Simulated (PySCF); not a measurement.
**Electron correlation in Ga⁻ (gallium, charge -1)**

[Ar] 3d10 4s2 4p2, high-spin 3P determinant. All numbers are calculated (PySCF 2.14, a scalar-relativistic core potential, in aug-cc-pwCVTZ-PP with ECP10MDF). Frozen: 3s2 3p6 3d10; 4 electrons correlated.

```tsv
level	correlation energy (mhartree)
CCSD	-60.11
(T)	-2.49
CCSD(T)	-62.60
```

Diagnostics: T1 = 0.015, D1 = 0.0342, largest double amplitude 0.073.

Cost of the coupled-cluster step: roughly 23 core-seconds, for 4 correlated electrons.

Iterations:

```
CC2 = 0
CCSD nocc = (np.int64(3), np.int64(1)), nmo = (87, 87)
frozen orbitals [[0, 1, 2, 3, 4, 5, 6, 7, 8], [0, 1, 2, 3, 4, 5, 6, 7, 8]]
max_cycle = 100
direct = 0
conv_tol = 1e-08
conv_tol_normt = 1e-06
diis_space = 8
diis_start_cycle = 0
Init t2, MP2 energy = -0.0469645768076277
Init E_corr(UCCSD) = -0.0469645768450575
cycle = 1  E_corr(UCCSD) = -0.0558070574433533  dE = -0.0088424806  norm(t1,t2) = 0.0580682
cycle = 2  E_corr(UCCSD) = -0.0584458428648348  dE = -0.00263878542  norm(t1,t2) = 0.0226715
cycle = 3  E_corr(UCCSD) = -0.0600936577653086  dE = -0.0016478149  norm(t1,t2) = 0.0107019
cycle = 4  E_corr(UCCSD) = -0.0600995634745798  dE = -5.90570927e-06  norm(t1,t2) = 0.00250036
cycle = 5  E_corr(UCCSD) = -0.0601125255687447  dE = -1.29620942e-05  norm(t1,t2) = 0.000694649
cycle = 6  E_corr(UCCSD) = -0.0601100730237988  dE = 2.45254495e-06  norm(t1,t2) = 0.000250296
cycle = 7  E_corr(UCCSD) = -0.0601100202150168  dE = 5.2808782e-08  norm(t1,t2) = 0.000100745
cycle = 8  E_corr(UCCSD) = -0.0601104239182595  dE = -4.03703243e-07  norm(t1,t2) = 3.45893e-05
cycle = 9  E_corr(UCCSD) = -0.060109995125232  dE = 4.28793028e-07  norm(t1,t2) = 8.27092e-06
cycle = 10  E_corr(UCCSD) = -0.06011012654707  dE = -1.31421838e-07  norm(t1,t2) = 2.14115e-06
cycle = 11  E_corr(UCCSD) = -0.0601101359587519  dE = -9.41168191e-09  norm(t1,t2) = 5.54312e-07
UCCSD converged
E(UCCSD) = -258.3599081834049  E_corr = -0.06011013595875193
UCCSD(T) correction = -0.00248645375648719
```
